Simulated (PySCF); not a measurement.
# Radial density of Ne(2+) (neon, charge +2)

B3LYP, [He] 2s2 2p4, high-spin 3P determinant. All numbers are calculated (PySCF 2.14, no relativity, point nucleus, in cc-pVDZ).

```csv
r (bohr),4πr²ρ (e/bohr),4πr²(ρα − ρβ)
0.00201,0.03008,0.0000
0.00339,0.08368,0.0001
0.00570,0.2271,0.0002
0.00958,0.5924,0.0004
0.0161,1.474,0.0011
0.0271,3.348,0.0030
0.0456,6.576,0.0093
0.0767,10.08,0.0379
0.129,10.43,0.1831
0.217,6.470,0.6982
0.365,5.124,1.7249
0.614,7.114,2.3660
1.03,4.081,1.2741
1.74,0.5503,0.1506
2.92,0.01790,0.0066
```
